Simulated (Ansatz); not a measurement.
Saddle point of AlSiH8O4, doublet (AlSiH₄O₂ ([OH][Al][O][SiH3]) + H₂O + H₂O → AlH₂O₂ ([OH][Al][OH]) + SiH₄O ([OH][SiH3]) + H₂O (still joined by a long Al–O bond); bonds formed: O2–H7, H5–O8; dative contacts that become bonds: Al1–O6; bonds broken: H5–O6, H7–O8; bonds weakened to dative contacts: Al1–O2), PBE0-D4/def2-TZVP structure:

```xyz
14
angstrom
Al -1.4208 -0.1209 0.4823
O 0.2308 -0.6315 -0.2005
Si 0.5903 -0.9602 -1.7867
O -2.0808 1.0069 -0.6442
H 0.6129 0.6889 1.8380
O -0.7106 0.8059 1.8815
H 1.0889 -0.2148 0.5870
O 1.6025 0.3517 1.4764
H -0.5798 -1.6205 -2.4140
H 0.9334 0.2801 -2.5237
H 1.7590 -1.8778 -1.8097
H -2.9487 0.8694 -1.0201
H -1.0687 1.6845 2.0267
H 1.9916 -0.2616 2.1070
```

Energies are electronic, without zero-point energy. Barriers and step energies count from the start structure reached by relaxing down the imaginary mode; all methods use the PBE0-D4 structures, on which another method's saddle can fall below an end. Program: Ansatz 0.2.0. Basis: def2-TZVPP, with def2-QZVPP for the basis limit. Cores are frozen in the correlated methods; orbitals are unrestricted. B3LYP uses VWN-RPA correlation. Extrapolation: Hartree–Fock as exp(−7.88 √X), correlation as X^−2.97.

| method | barrier (kJ/mol) | step energy (kJ/mol) |
| --- | --- | --- |
| SPW92 | 2.6 | 8.6 |
| PBE-D4 | 22.8 | 14.0 |
| BLYP-D4 | ? | 13.7 |
| r2SCAN-D4 | 27.4 | 16.4 |
| B97M-V | 47.3 | 20.6 |
| PBE0-D4 | 31.3 | 16.4 |
| B3LYP-D4 | 35.5 | 15.7 |
| r2SCAN0-D4 | 33.7 | 17.7 |
| BHLYP-D4 | ? | 17.6 |
| CAM-B3LYP-D4 | 35.2 | 15.6 |
| wB97X-V | ? | 16.0 |
| wB97M-V | 40.8 | 15.4 |
| B2PLYP | 39.4 | 18.5 |
| PBE-QIDH | 37.3 | 18.5 |
| RPA on PBE | 40.2 | 17.9 |
| HF | 73.8 | 27.1 |
| MP2 | 36.5 | 17.7 |
| CCSD | 46.6 | 19.1 |
| CCSD(T) | 41.4 | 18.0 |

Task: Fill in the withheld barriers. (To be estimated.)

Result: The calculation gives: BLYP-D4 29.6; BHLYP-D4 46.1; wB97X-V 38.1 kJ/mol. Each is the energy of the saddle less that of the start structure, by the same method.

For comparison, the barrier by CCSD(T) at an estimated basis limit (MP2 extrapolated from triple and quadruple zeta, plus CCSD(T) − MP2 in triple zeta) is 43.1 kJ/mol.

The T1 diagnostic stays at or below 0.014. ⟨S²⟩ of the unrestricted Hartree–Fock references: 0.75 (a pure state has 0.75).

Labels in which every atom is bracketed show which atoms are joined, not bond orders.

For scale, one of the runs: CCSD(T)/def2-TZVPP, 320 basis functions, launched by `ansatz run in.yaml --threads 4 --pin off --events-out ev --progress --plain --max-ram 46080MiB --backend cuda --devices 0, --max-vram 37GiB`. The run took 30 s on 4 CPU threads of an AMD EPYC 7R13 and a share of one NVIDIA H100 (shared host), with 0.89 GiB of host memory at its peak.
